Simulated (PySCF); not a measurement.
## Polarisability and C₆ of Tm⁵³⁺ (thulium, charge +53)

[Ne] 3s2 3p4, high-spin 3P determinant. All numbers are calculated (PySCF 2.14, scalar relativity by spin-free X2C-1e, in an even-tempered Gaussian basis (17 s from 12 bohr⁻², ratio 2.5; 12 p from 16 bohr⁻², ratio 2.5; 4 d from 67 bohr⁻², ratio 2.7; 4 f from 100 bohr⁻², ratio 2.7)). Coupled (time-dependent) response in atomic units; α is the mean over directions.

| method | mean α (bohr³) | α xx, yy, zz | C₆ (like pair) | S(−4) |
| --- | --- | --- | --- | --- |
| UHF | 0.002471 | 0.003018, 0.001376, 0.003018 | 0.0001014 | 8.605e-06 |
| PBE0 | 0.002461 | 0.002997, 0.001389, 0.002997 | 0.0001007 | 8.629e-06 |

S(−4) is the Cauchy moment in α(ω) = α(0) + S(−4) ω² + …

Spin-orbit coupling is absent.

α(iu) at UHF:

```
u (hartree)  α(iu) (bohr³)
          0       0.002471
       2.00       0.002437
       4.00       0.002343
       8.00       0.002052
       12.0       0.001735
       16.0       0.001458
       20.0       0.001233
       30.0      0.0008508
       40.0      0.0006326
       60.0      0.0004147
        100      0.0002535
```

For an ion, C₆ is the dispersion term alone; charge-induced terms of lower order in 1/R come first.

The components differ because the open shell of this determinant is not spherical; for a pure term their mean is the scalar polarisability.

Spin-orbit coupling is strong in this species (close to jj coupling), so the high-spin LS determinant is a model state, not a physical level.
